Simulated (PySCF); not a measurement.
**Mayer bond orders and bond lengths**

Species: AsMe2H, C2H7As.
Z-matrix (Å and degrees, PBE0-D3(BJ)/def2-SVP geometry), rows numbered from 1:
```
As
C   1  1.9693
H   2  1.0998  1  108.64
H   2  1.0991  1  112.25  3  -120.75
H   2  1.0994  1  109.38  3   117.79
C   1  1.9693  2   97.58  3    74.21
H   6  1.0995  1  109.34  2   166.73
H   6  1.0991  1  112.25  2    45.36
H   6  1.0998  1  108.70  2   -75.45
H   1  1.5286  2   95.30  3   170.25
```

Bond orders from the PBE0/pcSseg-1 density (PySCF). Isolated species at its PBE0-D3(BJ)/def2-SVP geometry, gas phase. The calculation is non-relativistic, for arsenic too.

**Question.** Give the Mayer order of every bond between heavy atoms, beside its length.

**Answer.** 
```json
{"bond": "As1–C2", "length (Å)": "1.969", "Mayer order": "1.027"}
{"bond": "As1–C6", "length (Å)": "1.969", "Mayer order": "1.027"}
```

**Question.** And the bonds to hydrogen?

**Answer.** As–H: 0.94 (1 bond); C–H: 0.95 (6 bonds).

**Question.** Sum the orders of all bonds at each heavy atom with more than one neighbour.

**Answer.** As1 2.994, C2 3.882, C6 3.883. Orders between atoms that aren't bonded are not in these sums.

For a closed shell the Mayer order of atoms A and B is Σ (PS)μν (PS)νμ over the basis functions μ on A and ν on B, with P the density and S the overlap matrix.

These values come from a run that also computed NMR shieldings. Hardware: one thread of an x86-64 server, no GPU (shared host). Cost: 7.4 s.
